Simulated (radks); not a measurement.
The niobium ion Nb1.3+, configuration [He] 2s2 2p5.7 3s2 3p6 3d10 4s2 4p6 4d4 (fractional occupations, a model configuration).

Method: scalar-relativistic Kohn-Sham, PBE, spin-unpolarised, spherical densities, finite nucleus; Fermi nuclear charge, rms radius 4.324 fm; computed with a radial shooting solver on a logarithmic mesh with Libxc functionals.

Energy parts (hartree):
part                       energy
total                 -3793.19749
kinetic                3905.83090
electron-nucleus      -9118.84972
Hartree                1537.12263
exchange-correlation   -117.30130

Orbitals (lengths in bohr, moments of r in powers of bohr):
\begin{tabular}{lrrr}
orbital & occ. & eigenvalue (hartree) & <r^4> \\ \hline
1s & 2 & -693.1571 & 7.980e-06 \\
2s & 2 & -97.95344 & 0.001478 \\
2p & 5.7 & -87.72004 & 0.001056 \\
3s & 2 & -16.76735 & 0.07690 \\
3p & 6 & -13.39016 & 0.08503 \\
3d & 10 & -7.86251 & 0.09447 \\
4s & 2 & -2.54686 & 3.394 \\
4p & 6 & -1.65929 & 5.728 \\
4d & 4 & -0.45833 & 41.54 \\
\end{tabular}

The highest occupied level is 4d at -12.472 eV. Summed over all electrons, <r^2> = 36.71 bohr^2, which gives a Langevin (diamagnetic) susceptibility term of -29.1 x 10^-6 cm^3/mol. The electron density at the nucleus is 8.414e+04 e/bohr^3 (large components only).
